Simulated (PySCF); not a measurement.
**One molecule, many inputs**

Molecule: `C=C(C)[C@H]1C=NCC1`, C₇H₁₁N; geometry GFN2-xTB.

Cartesian coordinates in Å; atom numbers follow the order of the lines, from 1:
```xyz
19

C    -1.1607    1.3602   -0.9559
C    -1.1479    0.1845   -0.3481
C    -2.3688   -0.4260    0.2679
C     0.1236   -0.6137   -0.1990
C     1.0830   -0.4273   -1.3489
N     2.2483   -0.0565   -1.0618
C     2.3829    0.1092    0.3636
C     0.9930   -0.1571    0.9941
H    -0.2701    1.7851   -1.3874
H    -2.0617    1.9432   -1.0454
H    -2.6098   -1.3668   -0.2274
H    -3.2243    0.2393    0.1845
H    -2.1904   -0.6410    1.3214
H    -0.1283   -1.6769   -0.1193
H     0.7912   -0.6090   -2.3710
H     2.7523    1.1178    0.5611
H     3.1419   -0.5947    0.7148
H     0.5881    0.7554    1.4308
H     1.0479   -0.9164    1.7716
```

All runs: PySCF, non-relativistic, gas phase unless a solvent (IEF-PCM) is named; grid level 2, GIAOs and SCF threshold 1e-9 unless changed. The yardstick, PBE0/pcSseg-1, gives these isotropic shieldings σ (ppm, equivalent atoms averaged): C1 70.5, C7 120.7, C4 128.0, C3 158.3, H16 27.33, H19 29.36, H11/H12/H13 29.67.

Task: What do these inputs give? (1) CAM-B3LYP/pcSseg-1; level_shift 0.3; (2) LDA/3-21G; aux def2-universal-jkfit

Result: 
```
run    outcome  functions  wall time     C1     C7     C4     C3    H16    H19  H11/H12/H13
  1  converged        191      110 s   67.1  119.2  126.5  156.9  27.47  29.46        29.77
  2  converged         94       28 s  102.8  145.2  150.8  179.4  27.68  29.95        30.50
```

Times are on shared hosts with different chips, so compare them loosely.

Task: Comment on the technical settings and failures.

Result: 
- Run 1: The functional differs from the yardstick's, which in itself moves the values. The level shift changes the path of the SCF (13 cycles), not the solution, provided the same state is reached.
- Run 2: The functional and orbital basis differ from the yardstick's, which in itself moves the values. With 94 functions the basis is far too small for magnetic properties. The other auxiliary basis adds little: it changes only the density-fitting error.

Run 2 was set up unsoundly or failed; its numbers aren't to be quoted as properties of the molecule.
